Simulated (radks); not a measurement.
Results of a calculation; reference values are marked as such.
Excited configurations of Sc I: one electron is placed in a higher orbital outside [Ar] 3d1 4s1. The ground configuration is [Ar] 3d1 4s2. Code: a radial shooting solver on a logarithmic mesh with Libxc functionals. Model: scalar-relativistic Kohn-Sham, PBE, spin-polarised, spherical densities, finite nucleus; open shells are filled with parallel spins first; Fermi nuclear charge, rms radius 3.5459 fm. Excitation = E - E(ground); binding = E(ion) - E, where the ion is the core of charge +1; n* = 1/sqrt(2 binding) in atomic units, and the quantum defect is n - n*.

outer orbital	excitation (eV)	binding (eV)	eigenvalue (eV)	<r> (bohr)
4p	1.966	4.495	-2.363	4.634
4d	4.741	1.720	-0.787	9.706
5p	4.620	1.841	-1.094	11.30
5d	5.361	1.100	-0.634	18.12
5f	5.770	0.691	-0.404	27.60
6s	5.120	1.341	-0.847	17.07
6d	5.727	0.734	-0.468	29.11
7p	5.741	0.720	-0.476	31.71

The Delta-SCF ionisation energy is 6.461 eV (NIST Atomic Spectra Database: 6.561 eV, measured). Self-interaction in the functional shifts the binding energies and quantum defects, so they are the method's values and not measured ones. Open shells are spherical and high-spin; term and fine-structure splittings are not resolved.
